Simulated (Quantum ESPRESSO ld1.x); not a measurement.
The numbers below are computed, except where a source is named.
Problem. The aim is neutral lutetium in [Xe] 4f14 5d1 6s2. What will ld1.x (Quantum ESPRESSO 7.5) do with this input?

```
 &input
    zed=71.0,
    iswitch=1,
    rel=2,
    dft='PBE',
    config='[Xe] 4f14 5d1 6s2',
    verbosity='high',
    lsmall=.true.,
    dx=0.003,
    prefix='ld1',
    max_out_wfc=37,
    file_charge='ld1.rho',
 /
```

Solution. Refused. The program stops in do_mesh with "ndmx is too small": the mesh holds 3500 points at most, so dx, xmin and rmax must fit that.

Output (excerpt):

```
     Program LD1 v.7.5 starts

 %%%%%%%%%%%%%%%%%%%%%%%%%%%%%%%%%%%%%%%%%%%%%%%%%%%%%%%%%%%%%%%%%%%%%%%%%%%%%%
     Error in routine do_mesh (1):
     ndmx is too small
 %%%%%%%%%%%%%%%%%%%%%%%%%%%%%%%%%%%%%%%%%%%%%%%%%%%%%%%%%%%%%%%%%%%%%%%%%%%%%%

     stopping ...
```

Run on one thread of a shared host, so times are rough (Intel(R) Xeon(R) Processor @ 2.60GHz): 0.47 s of CPU time, 0.49 s wall.
